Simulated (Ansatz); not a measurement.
Computed with Ansatz on PBE0-D4/def2-TZVP structures; ΔE is electronic, products minus reactants. CBS: MP2 limit from def2 TZ/QZ plus the TZ coupled-cluster correction, frozen cores. This one scheme is used for every species. DFT in def2-TZVPP. Each species was taken in one conformer, which may not be the lowest.

Consider the ligand exchange at a B–O bond: `[SiH3]OB(S)Cl` + H₂S → `SB(S)Cl` + `O[SiH3]`.

| level | ΔE (kcal/mol) |
| --- | --- |
| revPBE | 10.2 |
| HF/def2-TZVPP | 18.2 |

(1) What does CCSD(T)/CBS give? (Estimate.)

Largest T1 diagnostic among the species: 0.013.

Results:

(1) The calculation gave: +13.5 kcal/mol. The listed levels differ from it by -3.3, 4.7 kcal/mol.

From BLYP to BHLYP (50 % exact exchange), in def2-TZVPP and without D4, ΔE moves by +2.4 kcal/mol. In def2-TZVPP, CCSD(T) changes the Hartree–Fock value by −4.1 kcal/mol (the triples alone add −0.8 kcal/mol) and MP2 by −5.6 kcal/mol.
